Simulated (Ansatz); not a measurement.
This geometry of ClF₃H₂HfO (8 atoms, charge 0, multiplicity 1) is a first-order saddle point.

The calculation used RKS PBE-D4/def2-SVP (Ansatz).

```xyz
8
Properties=species:S:1:pos:R:3
Hf -0.318 -0.079 -0.100
F -0.005 -0.107 2.021
O 1.561 -0.330 -0.342
H 2.510 -0.495 -0.408
F -0.638 1.587 -0.984
F -1.027 -1.520 -1.141
Cl -2.538 0.030 1.372
H -1.175 -0.039 2.122
```

(1) Which two structures does it join? (They come from a converged band through this point; their orientation in space is the band's.)

(2) How far does it lie above each of them?

Answers

(1) Bonds broken: Cl7–H8. Bonds formed: F2–H8.

First end point:

```xyz
8
Properties=species:S:1:pos:R:3
Hf -0.040 -0.131 -0.007
F 0.053 -0.128 1.955
O 1.793 -0.320 -0.517
H 2.681 -0.437 -0.874
F -0.587 1.536 -0.800
F -0.907 -1.665 -0.782
Cl -2.781 0.138 1.324
H -1.843 0.056 2.241
```

Last end point:

```xyz
8
Properties=species:S:1:pos:R:3
Hf -0.449 -0.144 -0.218
F -0.224 0.954 1.879
O 1.380 -0.678 -0.071
H 2.326 -0.858 -0.144
F -0.682 1.657 -0.841
F -1.081 -1.110 -1.745
Cl -1.998 -1.127 1.436
H -0.904 0.354 2.245
```

(2) 0.145 eV above the first and 0.174 eV above the second. This is the barrier of this one path; another mechanism may lie lower. The orbitals stay closed-shell, which can raise the energy where a bond breaks towards radicals; this wasn't checked here.

The run took 6.2 min on 4 threads of Arm Neoverse V1, with other jobs on the host, peak memory 0.18 GiB.
